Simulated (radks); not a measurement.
Problem. All-electron atom: Mn2+ in [Ar] 3d5 (the NIST ground configuration). Method: Dirac Kohn-Sham, PBE, spin-unpolarised, spherical densities, finite nucleus; open shells are shared between the two j in proportion to 2j + 1; Fermi nuclear charge, rms radius 3.7057 fm; computed with a radial shooting solver on a logarithmic mesh with Libxc functionals. Some entries of the table are withheld. Estimate them.

orbital,occ.,eigenvalue (hartree),<1/r> (bohr^-1),<r^2> (bohr^2)
1s1/2,2,-236.8958,24.93,0.004988
2s1/2,2,-27.97904,(1),0.09215
2p1/2,2,(2),5.266,0.07397
2p3/2,4,(3),5.180,0.07563
3s1/2,2,(4),1.662,0.8380
3p1/2,2,-2.69243,(5),(6)
3p3/2,4,-2.64587,(7),(8)
3d3/2,2,-0.89637,1.163,1.700
3d5/2,3,-0.89183,1.159,1.713

Solution. 
(1) 2s1/2 <1/r> (bohr^-1): 5.324
(2) 2p1/2 eigenvalue (hartree): -24.05675
(3) 2p3/2 eigenvalue (hartree): -23.67333
(4) 3s1/2 eigenvalue (hartree): -3.81024
(5) 3p1/2 <1/r> (bohr^-1): 1.534
(6) 3p1/2 <r^2> (bohr^2): 0.9507
(7) 3p3/2 <1/r> (bohr^-1): 1.515
(8) 3p3/2 <r^2> (bohr^2): 0.9697
